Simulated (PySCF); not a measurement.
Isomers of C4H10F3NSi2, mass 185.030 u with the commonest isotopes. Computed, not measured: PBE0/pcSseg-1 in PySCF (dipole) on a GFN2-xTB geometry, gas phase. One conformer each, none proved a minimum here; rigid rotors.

Question: Order these by dipole moment, smallest first.
A. `[CH3:1][N:2]([SiH3:3])[CH2:4][SiH2:5][C:6]([F:7])=[C:8]([F:9])[F:10]` with C1–N2–C4–Si5 -66°, N2–C4–Si5–C6 -161°, C4–Si5–C6–F7 -57°
B. `[CH2:1]=[CH:2][Si@@H:3]([NH:4][CH2:5][SiH3:6])[C:7]([F:8])([F:9])[F:10]` with C1–C2–Si3–N4 107°, C2–Si3–N4–C5 -60°, Si3–N4–C5–Si6 -92°
C. `[F:1][C:2]([F:3])([F:4])[CH2:5][N:6]1[SiH2:7][CH2:8][CH2:9][SiH2:10]1` with C2–C5–N6–Si7 94°, C5–N6–Si7–C8 -175°, N6–Si7–C8–C9 -22°, Si7–C8–C9–Si10 36°, C8–C9–Si10–N6 -33°
D. `[F:1][CH:2]([F:3])[Si@H:4]([NH:5][SiH3:6])[C:7]1([F:8])[CH2:9][CH2:10]1` with F1–C2–Si4–N5 60°, C2–Si4–N5–Si6 -163°, C2–Si4–C7–F8 180°

Answer: D (1.68 D), A (2.06 D), C (2.49 D), B (3.30 D).

Question: Order these by rotational constant A, largest first.
A. `[F:1][C:2]([F:3])([F:4])[Si@@:5]1([CH2:6][SiH3:7])[CH2:8][CH2:9][NH:10]1` with C2–Si5–C6–Si7 63°
B. `[F:1][CH:2]([F:3])[Si@H:4]([NH:5][SiH3:6])[C:7]1([F:8])[CH2:9][CH2:10]1` with F1–C2–Si4–N5 60°, C2–Si4–N5–Si6 -163°, C2–Si4–C7–F8 180°
C. `[CH2:1]=[CH:2][Si@@H:3]([NH:4][CH2:5][SiH3:6])[C:7]([F:8])([F:9])[F:10]` with C1–C2–Si3–N4 107°, C2–Si3–N4–C5 -60°, Si3–N4–C5–Si6 -92°
D. `[F:1][C:2]([F:3])([F:4])[CH2:5][N:6]1[SiH2:7][CH2:8][CH2:9][SiH2:10]1` with C2–C5–N6–Si7 94°, C5–N6–Si7–C8 -175°, N6–Si7–C8–C9 -22°, Si7–C8–C9–Si10 36°, C8–C9–Si10–N6 -33°

Answer: D (1838 MHz), C (1247 MHz), B (1174 MHz), A (1052 MHz).

Question: Order these by rotational constant C, smallest first.
A. `[F:1][C:2]([F:3])([F:4])[CH2:5][N:6]1[SiH2:7][CH2:8][CH2:9][SiH2:10]1` with C2–C5–N6–Si7 94°, C5–N6–Si7–C8 -175°, N6–Si7–C8–C9 -22°, Si7–C8–C9–Si10 36°, C8–C9–Si10–N6 -33°
B. `[CH2:1]=[CH:2][Si@@H:3]([NH:4][CH2:5][SiH3:6])[C:7]([F:8])([F:9])[F:10]` with C1–C2–Si3–N4 107°, C2–Si3–N4–C5 -60°, Si3–N4–C5–Si6 -92°
C. `[CH3:1][N:2]([SiH3:3])[CH2:4][SiH2:5][C:6]([F:7])=[C:8]([F:9])[F:10]` with C1–N2–C4–Si5 -66°, N2–C4–Si5–C6 -161°, C4–Si5–C6–F7 -57°
D. `[F:1][C:2]([F:3])([F:4])[Si@@:5]1([CH2:6][SiH3:7])[CH2:8][CH2:9][NH:10]1` with C2–Si5–C6–Si7 63°

Answer: C (353.6 MHz), B (434.9 MHz), A (543.3 MHz), D (583.3 MHz).

```
                      SMILES  point group  Ia (u·Å²)  Ib (u·Å²)  Ic (u·Å²)      κ  μa (D)  μb (D)  μc (D)
  FC(F)(F)CN1[SiH2]CC[SiH2]1           C1     274.95     792.81     930.14  -0.85    2.25    0.07    1.05
C=C[Si@@H](NC[SiH3])C(F)(F)F           C1     405.32     918.63    1162.05  -0.72    2.93    1.49    0.25
 CN([SiH3])C[SiH2]C(F)=C(F)F           C1     276.37    1376.29    1429.11  -0.98    1.86    0.50    0.72
FC(F)(F)[Si@@]1(C[SiH3])CCN1           C1     480.47     591.01     866.46   0.16    0.71    3.04    0.94
FC(F)[Si@H](N[SiH3])C1(F)CC1           C1     430.55     678.23     930.24  -0.36    0.47    1.61    0.08
```
